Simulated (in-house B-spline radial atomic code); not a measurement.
Atomic self-consistent-field run: Zr II (Zr+). Computed with an all-electron radial atomic-structure program (B-spline basis): scalar-relativistic (X2C) Hartree-Fock, spin-polarised, averaged over the determinants with the given up and down occupations, Fermi nucleus of rms radius 4.2694 fm, inside a hard spherical wall at 1.88 bohr.

Command:
```bash
python run_scf.py task.json out
```
Settings (nuclear radius in fm, mass in u):
```
Z                40
configuration    [Kr] 4d2 5s1
hamiltonian      x2c
method           hf
spin_polarised   True
nucleus          fermi
rms_radius       4.2694
atomic_mass      89.9047
speed_of_light   137.035999084
wall_radius      1.88
```

Output (hartree, bohr):
```
 radial grid: 58 intervals, B-splines of order 8, outer radius 1.88 bohr

 iter        energy (Eh)    residual
    1       -3579.308934    4.65e-01
    2       -3579.714022    2.06e-02
    3       -3579.715480    9.69e-03
    4       -3579.715797    4.52e-03
    5       -3579.715889    3.88e-04
    6       -3579.715890    2.86e-05
    7       -3579.715890    1.66e-05
    8       -3579.715890    8.25e-07
    9       -3579.715890    6.49e-08

 total energy                     -3579.71589
 kinetic                            3773.1164
 electron-nucleus                  -8797.7940
 electron-electron                  1444.9617

 orbital      occ     eigenvalue          <r>       <r^2>       <1/r>       r_max
 1s up      1.000      -662.3559     0.036581  0.00181584     42.4954     0.02359
 1s down    1.000      -662.3140    0.0365827    0.001816     42.4935     0.02359
 2s up      1.000       -92.3154     0.161913   0.0309843     9.49485      0.1367
 2s down    1.000       -92.2182     0.161931   0.0309902     9.49292      0.1367
 2p up      3.000       -81.7940     0.141677   0.0245625     9.02675      0.1094
 2p down    3.000       -81.7259     0.141624   0.0245422     9.02934      0.1094
 3s up      1.000       -14.5592     0.457615    0.240465     3.18777      0.4074
 3s down    1.000       -14.4570     0.458823     0.24158      3.1737      0.4085
 3p up      3.000       -11.0151     0.464356    0.251677     2.97385      0.4034
 3p down    3.000       -10.9476     0.464284    0.251404     2.97119      0.4039
 3d up      5.000        -5.2174     0.462806    0.260202     2.69048       0.352
 3d down    5.000        -5.1264     0.462719    0.259619     2.68768      0.3532
 4s up      1.000        -0.9625      1.05584     1.21882     1.26559       1.055
 4s down    1.000        -0.7004      1.06279     1.23298     1.25034       1.064
 4p up      3.000         0.2786      1.08938     1.29724     1.20477       1.117
 4p down    3.000         0.5307      1.08918     1.29651     1.20364       1.116
 4d up      2.000         2.1056      1.10979     1.36177     1.17534       1.192
 5s up      1.000         6.6558      1.13028     1.47803     1.38397       1.488
```

Run time, properties included: 0.28 s on 1 thread of Arm Neoverse N1, with other jobs on the host.

One-electron X2C: radii and densities carry no picture-change correction, so inner-shell <1/r> comes out high (for 1s by about 2 % at Z = 33, 5 % at 54, 10 % at 75, 30 % at 118) and <r> low.
